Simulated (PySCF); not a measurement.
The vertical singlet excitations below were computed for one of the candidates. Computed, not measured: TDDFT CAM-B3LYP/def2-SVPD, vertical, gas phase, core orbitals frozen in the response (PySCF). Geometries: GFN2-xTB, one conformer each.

| state | E (eV) | f | main configurations (H = HOMO, L = LUMO) |
| --- | --- | --- | --- |
| S1 | 5.58 | 0.0015 | H-1→L (51%), H-3→L (16%), H-2→L (13%) |
| S2 | 6.22 | 0.451 | H→L (93%) |
| S3 | 6.50 | 0.018 | H-2→L+2 (23%), H-2→L+4 (14%), H-1→L+2 (14%) |
| S4 | 6.56 | 0.033 | H→L+1 (86%) |
| S5 | 6.85 | 0.027 | H→L+2 (30%), H-2→L+5 (10%), H-3→L+2 (10%) |
| S6 | 6.95 | 0.020 | H→L+2 (57%), H-2→L+5 (12%) |
| S7 | 7.04 | 0.0003 | H-3→L+5 (32%), H-1→L+5 (14%) |
| S8 | 7.18 | 0.021 | H→L+3 (60%), H→L+4 (20%) |

Triplets computed (Tamm–Dancoff): 4.11, 5.07, 5.24 eV.

Orbital energies (eV): HOMO-3 -9.89, HOMO-2 -9.63, HOMO-1 -9.35, HOMO -8.27, LUMO 0.72, LUMO+1 1.17, LUMO+2 1.53.

Problem. Which structure fits? All have the formula C6H7NO.
A. `Cc1cc[n+]([O-])cc1`
B. `C#CCN(C=C)C=O`
C. `C#CC(=O)N(C)C=C`
D. `COC1(CC#N)C=C1`

Solution. B. Its S1 lies at 5.58 eV; the nearest of the others has S1 at 6.07 eV. S1 is HOMO-1→LUMO (51%), HOMO-3→LUMO (16%), HOMO-2→LUMO (13%). Löwdin shares by element: HOMO carbon 49% or more, nitrogen 24%, oxygen 12% (atoms not listed hold the other 15%); LUMO carbon 56% or more, oxygen 21% (atoms not listed hold the other 23%). At the same level the other candidates give, for their lowest levels:
- `Cc1cc[n+]([O-])cc1`: 4.34 eV (f 0.020); 4.53 eV (f 0.000); 4.78 eV (f 0.288); 5.58 eV (f 0.000); 6.02 eV (f 0.000); T1 2.67 eV; HOMO -7.40, LUMO -0.13 eV
- `COC1(CC#N)C=C1`: 6.07 eV (f 0.003); 6.39 eV (f 0.002); 7.01 eV (f 0.064); 7.56 eV (f 0.008); 7.72 eV (f 0.003); T1 4.52 eV; HOMO -9.26, LUMO 0.46 eV
- `C#CC(=O)N(C)C=C`: 4.84 eV (f 0.000); 5.26 eV (f 0.316); 5.85 eV (f 0.000); 6.18 eV (f 0.040); 6.45 eV (f 0.049); T1 3.78 eV; HOMO -8.12, LUMO -0.28 eV

Shape of the structure used: `[CH:1]#[C:2][CH2:3][N:4]([CH:5]=[CH2:6])[CH:7]=[O:8]`: C2–C3–N4–C5 -68°, C3–N4–C5–C6 2°, C3–N4–C7–O8 1°.
